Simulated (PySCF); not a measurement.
Vertical excitations of a molecule C4H7O, multiplicity 2 from TDA-PBE0/def2-SVPD (PySCF), as energy in eV (oscillator strength): 1.90 (0.000), 4.71 (0.012), 5.35 (0.001), 5.43 (0.000), 5.73 (0.001), 6.17 (0.208), 6.25 (0.000), 6.28 (0.001), 6.58 (0.000), 6.81 (0.006). The structure is a stationary point at TPSSh-D3(BJ)/def2-SVP. Other conformers were not sampled.

Task: Which structure fits?
(A) [CH2]C(=O)CC
(B) [CH]1CCOC1
(C) C[CH]C(C)=O
(D) [CH]1CCCO1

Result: C, C[CH]C(C)=O
